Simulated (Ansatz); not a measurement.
CH6AlNSi can be A, `C[SiH]1[NH][AlH]1`, or B, `[SiH3][CH]1[NH][AlH]1`.

Calculated with Ansatz (gas phase, PBE0-D4/def2-TZVP geometries, no zero-point term in ΔE). CCSD(T)/CBS is the MP2 limit (def2-TZVPP, def2-QZVPP) plus CCSD(T) − MP2 in def2-TZVPP, frozen cores. Functionals use def2-TZVPP. B3LYP here is the variant with VWN-RPA as its local correlation; programs differ in this.

Which is lower in electronic energy at CCSD(T)/CBS, and by how much? (Best estimate.)

The calculation gave: A, by 177.2 kJ/mol.

Give E(B) − E(A) in kJ/mol with HF/def2-TZVPP, CCSD/def2-TZVPP, PBE0-D4, ωB97M-V, PBE-D4, MP2/def2-TZVPP, B3LYP-D4. (Best estimate.)

Ansatz gave: HF/def2-TZVPP 175.2, CCSD/def2-TZVPP 177.5, PBE0-D4 183.5, ωB97M-V 174.9, PBE-D4 180.5, MP2/def2-TZVPP 177.4, B3LYP-D4 174.8. None reverses the order clearly.

Does the order hold for the free energy at 298.15 K (harmonic terms from PBE0-D4)? (Best estimate.)

Computed: Yes: G(B) − G(A) = +163.0 kJ/mol.

Largest T1 diagnostic: 0.014.

From BLYP to BHLYP (50 % exact exchange), in def2-TZVPP and without D4, E(B) − E(A) moves by +5.5 kJ/mol. At CCSD(T), def2-SVP lies −14.8 kJ/mol from the extrapolated value and def2-TZVPP +0.5 kJ/mol.
